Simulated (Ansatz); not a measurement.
Consider the isomerisation: `O[SiH](O)C[SiH2]Cl` → `O[SiH2]C[SiH](O)Cl`.

Calculated with Ansatz (gas phase, PBE0-D4/def2-TZVP geometries, no zero-point term in ΔE). CBS: MP2 limit from def2 TZ/QZ plus the TZ coupled-cluster correction, frozen cores. Each species was taken in one conformer, which may not be the lowest.

```tsv
species	CCSD(T)/CBS(def2) energy (Eh)
`O[SiH](O)C[SiH2]Cl`	-1230.73233
`O[SiH2]C[SiH](O)Cl`	-1230.73095
```

(1) Work out ΔE.

Largest T1 diagnostic among the species: 0.011.

Results:

(1) ΔE = (-1230.73095) − (-1230.73233) = 0.00138 Eh = +3.6 kJ/mol.
